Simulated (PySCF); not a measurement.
Shapes and spin states of [NiO2]-

Method: PBE0/[Ni def2-TZVPD, O def2-TZVPD], no relativity, density fitting, PySCF.

Relaxations began from a few typed shapes and spin states; open shells are unrestricted. The search is not exhaustive: other isomers or separated fragments can lie lower, and high-lying points may rest on an excited occupation.

```csv
spin,group,bonds,angles,imaginary modes (cm⁻¹),ΔE (kJ/mol),ΔE with ZPE (kJ/mol)
quartet,D∞h,Ni–O 1.653 Å (×2),O–Ni–O 180.0°,none,0.0,0.0
doublet,C2v,Ni–O 1.633 Å (×2),O–Ni–O 161.0°,none,28.9,28.0
```

The lowest minimum found is the quartet D∞h: Ni–O 1.653 Å (×2); O–Ni–O 180.0°.

Formally Ni is in oxidation state +3, d7, with 3 unpaired electrons (the high-spin count). The Mulliken spin on Ni is 1.75. The polar-tensor charge on Ni, 1.04, is far below the formal one.

For the lowest minimum: with open d or f shells other occupations or spin states may lie lower. The lowest empty level of this anion is unbound, so it and the gap depend on the basis.
